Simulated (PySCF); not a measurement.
Cd(OMe)(SiH3) (CH₆CdOSi), SMILES C[O][Cd][SiH3].

Coordinates come from a PBE-D3(BJ)/def2-SVP optimisation. The structure was generated by enumeration; whether it is a known compound was not checked. The def2 effective core potentials stand for the cores of Cd; spin–orbit coupling is left out. One conformer was computed; it need not be the lowest.

Method: PBE-D3(BJ)/def2-SVP run with PySCF.

Frequencies are harmonic and unscaled.

A small imaginary wavenumber (i) marks a very flat motion, where grid noise or a shallow saddle decides the sign.

Computed normal modes with their intensities:
```json
[
 {"mode": "1", "ν (cm⁻¹)": "13i", "IR (km/mol)": "1.0", "moving atoms (share of kinetic energy)": "H 81 %, C 9 %"},
 {"mode": "2", "ν (cm⁻¹)": "68", "IR (km/mol)": "1.4", "moving atoms (share of kinetic energy)": "Cd 27 %, Si 26 %, C 25 %, H 19 %"},
 {"mode": "3", "ν (cm⁻¹)": "72", "IR (km/mol)": "1.7", "moving atoms (share of kinetic energy)": "H 51 %, Cd 19 %, Si 15 %, O 8 %"},
 {"mode": "4", "ν (cm⁻¹)": "119", "IR (km/mol)": "8.4", "moving atoms (share of kinetic energy)": "H 45 %, O 39 %, Cd 11 %"},
 {"mode": "5", "ν (cm⁻¹)": "192", "IR (km/mol)": "6.7", "moving atoms (share of kinetic energy)": "O 36 %, C 31 %, H 20 %, Cd 10 %"},
 {"mode": "6", "ν (cm⁻¹)": "287", "IR (km/mol)": "0.3", "moving atoms (share of kinetic energy)": "Si 71 %, Cd 12 %, H 8 %"},
 {"mode": "7", "ν (cm⁻¹)": "445", "IR (km/mol)": "2.6", "moving atoms (share of kinetic energy)": "H 88 %, Si 10 %"},
 {"mode": "8", "ν (cm⁻¹)": "447", "IR (km/mol)": "3.2", "moving atoms (share of kinetic energy)": "H 88 %, Si 10 %"},
 {"mode": "9", "ν (cm⁻¹)": "497", "IR (km/mol)": "59.0", "moving atoms (share of kinetic energy)": "O 61 %, Cd 19 %, C 11 %"},
 {"mode": "10", "ν (cm⁻¹)": "814", "IR (km/mol)": "310.4", "moving atoms (share of kinetic energy)": "H 91 %, Si 9 %"},
 {"mode": "11", "ν (cm⁻¹)": "905", "IR (km/mol)": "33.9", "moving atoms (share of kinetic energy)": "H 98 %"},
 {"mode": "12", "ν (cm⁻¹)": "906", "IR (km/mol)": "34.1", "moving atoms (share of kinetic energy)": "H 98 %"},
 {"mode": "13", "ν (cm⁻¹)": "1103", "IR (km/mol)": "259.0", "moving atoms (share of kinetic energy)": "O 47 %, C 43 %, H 9 %"},
 {"mode": "14", "ν (cm⁻¹)": "1128", "IR (km/mol)": "0.0", "moving atoms (share of kinetic energy)": "H 77 %, C 19 %"},
 {"mode": "15", "ν (cm⁻¹)": "1145", "IR (km/mol)": "10.1", "moving atoms (share of kinetic energy)": "H 69 %, C 21 %, O 10 %"},
 {"mode": "16", "ν (cm⁻¹)": "1417", "IR (km/mol)": "0.6", "moving atoms (share of kinetic energy)": "H 96 %"},
 {"mode": "17", "ν (cm⁻¹)": "1418", "IR (km/mol)": "3.7", "moving atoms (share of kinetic energy)": "H 96 %"},
 {"mode": "18", "ν (cm⁻¹)": "1428", "IR (km/mol)": "104.1", "moving atoms (share of kinetic energy)": "H 89 %, C 10 %"},
 {"mode": "19", "ν (cm⁻¹)": "2144", "IR (km/mol)": "65.6", "moving atoms (share of kinetic energy)": "H 99 %"},
 {"mode": "20", "ν (cm⁻¹)": "2160", "IR (km/mol)": "73.3", "moving atoms (share of kinetic energy)": "H 96 %"},
 {"mode": "21", "ν (cm⁻¹)": "2161", "IR (km/mol)": "72.3", "moving atoms (share of kinetic energy)": "H 96 %"},
 {"mode": "22", "ν (cm⁻¹)": "2857", "IR (km/mol)": "228.5", "moving atoms (share of kinetic energy)": "H 97 %"},
 {"mode": "23", "ν (cm⁻¹)": "2907", "IR (km/mol)": "78.4", "moving atoms (share of kinetic energy)": "H 90 %, C 10 %"},
 {"mode": "24", "ν (cm⁻¹)": "2950", "IR (km/mol)": "62.8", "moving atoms (share of kinetic energy)": "H 91 %, C 9 %"}
]
```
